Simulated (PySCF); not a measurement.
The multiplicity is imposed and other spin states were not computed.

# [Zn(CH3)(Br)] (charge 0, multiplicity 1)

Computed with TPSSh-D3(BJ)/def2-TZVP // PBE-D3(BJ)/def2-SVP (PySCF 2.14.0).

The HOMO is -7.48 eV, the dipole moment is 2.39 D and the LUMO is -0.95 eV. The HOMO–LUMO gap comes out as 6.52 eV. The charge on the central atom (Mulliken) comes out as 0.42 e. The charge on the central atom (meta-Löwdin) comes out as 1.09 e and the total energy comes out as -4393.4541 Ha. The cost is about 2.2 core-minutes (a rough figure).

```xyz
6

Zn     0.0174    -0.0083    -0.0041
C     -1.6887     0.8079     0.3975
H     -2.0080     1.4696    -0.4325
H     -1.6210     1.4149     1.3225
H     -2.4660     0.0315     0.5447
Br     2.0112    -0.9623    -0.4734
```
Charge 0, spin multiplicity 1.
